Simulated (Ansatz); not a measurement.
CH7ClOSi2 can be A, `C[SiH](Cl)[SiH2]O`, or B, `O[SiH]([SiH3])CCl`.

Computed with Ansatz on PBE0-D4/def2-TZVP structures; ΔE is electronic, products minus reactants. CBS: MP2 limit from def2 TZ/QZ plus the TZ coupled-cluster correction, frozen cores. Functionals use def2-TZVPP. B3LYP here is the variant with VWN-RPA as its local correlation; programs differ in this. One conformer a species, not always the lowest.

A:

Z-matrix (Å, degrees):
```
C
Si 1 1.863
H 1 1.094 2 109.8
H 1 1.092 2 110.7 3 119.8
H 1 1.092 2 110.8 3 -119.6
Cl 2 2.087 1 108.3 3 -177.8
Si 2 2.348 1 114.8 3 68.3
H 2 1.487 1 110.5 3 -61.6
O 7 1.652 2 108.1 1 74.3
H 7 1.491 2 109.2 1 -163.5
H 7 1.485 2 112.6 1 -42.8
H 9 0.960 7 115.8 2 44.3
```

B:

```xyz
12

O    -1.140    1.601   -0.007
Si   -0.045    0.453   -0.452
Si    1.566    0.341    1.244
C    -0.917   -1.207   -0.664
Cl   -2.277   -0.974   -1.809
H    -1.927    1.661   -0.555
H     0.578    0.765   -1.770
H     0.937   -0.044    2.537
H     2.256    1.647    1.407
H     2.578   -0.691    0.886
H    -0.263   -1.972   -1.083
H    -1.344   -1.580    0.267
```

(1) Which isomer does CCSD(T)/CBS put lower? Give the gap. (An estimate is asked.)

(2) Give E(B) − E(A) in kcal/mol with ωB97M-V, CCSD(T)/def2-TZVPP, B3LYP-D4, B2PLYP, CCSD/def2-TZVPP, PBE-D4, MP2/def2-TZVPP. (Best estimate.)

Largest T1 diagnostic: 0.011.

## Answers

(1) The calculation gave: A, by 39.3 kcal/mol.

(2) Ansatz gave: ωB97M-V 39.6, CCSD(T)/def2-TZVPP 38.5, B3LYP-D4 39.0, B2PLYP 39.3, CCSD/def2-TZVPP 38.8, PBE-D4 38.2, MP2/def2-TZVPP 40.5. None reverses the order clearly.

From PBE to PBE0 (25 % exact exchange), in def2-TZVPP and without D4, E(B) − E(A) moves by +1.1 kcal/mol.
